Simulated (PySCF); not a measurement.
Electronic structure of As²⁶⁺ (arsenic, charge +26) at the UHF level

Configuration: [He] 2s2 2p3, high-spin 4S determinant. Computed with PySCF 2.14 in an even-tempered Gaussian basis (19 s from 7.6 bohr⁻², ratio 2.2; 12 p from 9.8 bohr⁻², ratio 2.2; 6 d from 40 bohr⁻², ratio 2.4; 5 f from 60 bohr⁻², ratio 2.4; 4 g from 91 bohr⁻², ratio 2.4), with the spin-free X2C one-electron Hamiltonian (Gaussian nucleus).

```json
{
 "Total energy": "-1652.923233 hartree",
 "One-electron energy": "-1789.1661 hartree",
 "Hartree (Coulomb) energy": "177.3443 hartree",
 "Exchange energy": "-41.1015 hartree",
 "⟨S²⟩": "3.7501",
 "⟨L²⟩": "0.000",
 "Sum of ⟨r⟩": "0.9705 bohr",
 "Sum of ⟨r²⟩": "0.1914 bohr²"
}
```

```tsv
shell	electrons	mean orbital energy (hartree)	rms radius, mean of both spins (bohr)
1s α	1	-498.00751	0.0522
1s β	1	-496.62064	0.0522
2s α	1	-108.35399	0.208
2s β	1	-105.51610	0.208
2p α	3	-102.72739	0.182
```

Spin-orbit coupling is strong in this species (close to jj coupling), so the high-spin LS determinant is a model state, not a physical level.

Densities and radii are taken from the X2C orbitals without a picture-change correction, which distorts them close to the nucleus.

Spin-orbit constants ζ (cm⁻¹) from the X2C one-electron operator on these orbitals: bare nucleus, nucleus screened by l(l+1)(2l+1)/3 electrons, and screened by the Breit-Pauli mean field of the electrons.

```tsv
shell	bare	screened nucleus	mean field
2p	230800	216800	212100
```
